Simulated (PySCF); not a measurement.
**Ionisation energy along the 4-electron series**

Calculated with PySCF 2.14 and a two-component X2C-1e Hamiltonian (Gaussian nucleus, no Breit or QED terms), each ion in its own even-tempered basis scaled to its charge; GMP2 freezes nothing and drops the highest virtual spinors. Values in eV. NIST values: (m) measured, (s) semi-empirical, (t) theoretical.

```csv
ion,configuration,GMP2 (spin-free),GHF (screened spin-orbit),GMP2 (screened spin-orbit),NIST
I⁴⁹⁺,[He] 2s2,9210.7,9205.0,9211.3,9196 ± 4 (t)
Xe⁵⁰⁺,[He] 2s2,9595.5,9589.9,9596.2,9581 ± 4 (t)
Cs⁵¹⁺,[He] 2s2,9989.5,9983.9,9990.2,9974 ± 4 (t)
```

Between Z = 53 and Z = 55 the GMP2 (screened spin-orbit) value grows as Z to the power 2.19.
